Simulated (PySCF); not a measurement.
Geometries of 3 isomers of BH8NSi2, from PySCF, PBE0-D3(BJ)/def2-SVP geometry optimisation, gas phase. One conformer each, no zero-point energy, no frequencies.

Question: Which isomer lies lowest at this level?
A.
```xyz
12
angstrom
B     -0.090    1.474    0.109
N     -0.058    0.073   -0.086
Si     1.477   -0.813    0.008
Si    -1.551   -0.822   -0.427
H      0.936    2.074    0.340
H     -1.144    2.068    0.045
H      1.396   -1.837    1.093
H      2.581    0.145    0.280
H      1.714   -1.531   -1.281
H     -2.699    0.123   -0.415
H     -1.438   -1.491   -1.758
H     -1.738   -1.886    0.606
```
B.
```xyz
12
angstrom
B     -1.303    1.361    0.669
Si    -0.372   -0.384    0.426
N     -1.038   -1.376   -0.841
Si     1.797    0.235   -0.265
H     -2.146    1.779   -0.090
H     -0.957    2.079    1.580
H     -0.191   -1.057    1.764
H     -0.550   -2.222   -1.114
H     -2.041   -1.521   -0.876
H      2.565    0.841    0.867
H      1.747    1.221   -1.389
H      2.533   -0.978   -0.747
```
C.
```xyz
12
angstrom
B      2.171    0.362    0.717
Si     1.020   -0.955   -0.270
N     -0.602   -0.402   -0.624
Si    -1.671    0.563    0.351
H      3.326    0.065    0.920
H      1.792    1.432    1.130
H      1.680   -1.287   -1.578
H      1.042   -2.234    0.528
H     -1.030   -0.840   -1.437
H     -2.208    1.737   -0.407
H     -0.891    1.052    1.526
H     -2.850   -0.216    0.849
```

Answer: A. That is `BN([SiH3])[SiH3]`, 36.9 kcal/mol below the next.

```json
{"SMILES": "BN([SiH3])[SiH3]", "atoms numbered as above": "[BH2:1][N:2]([SiH3:3])[SiH3:4]", "E (Eh)": "-662.85355", "relative (kcal/mol)": "0.0", "relative (kJ/mol)": "0.0", "dipole (D)": "0.96"}
{"SMILES": "B[SiH2]N[SiH3]", "atoms numbered as above": "[BH2:1][SiH2:2][NH:3][SiH3:4]", "E (Eh)": "-662.79480", "relative (kcal/mol)": "36.9", "relative (kJ/mol)": "154.2", "dipole (D)": "0.63"}
{"SMILES": "B[Si@@H](N)[SiH3]", "atoms numbered as above": "[BH2:1][Si@@H:2]([NH2:3])[SiH3:4]", "E (Eh)": "-662.78229", "relative (kcal/mol)": "44.7", "relative (kJ/mol)": "187.1", "dipole (D)": "1.64"}
```

As drawn, the lowest has a B–N bond, which the highest lacks; the highest has an N–H bond and an Si–Si bond, which the lowest lacks.
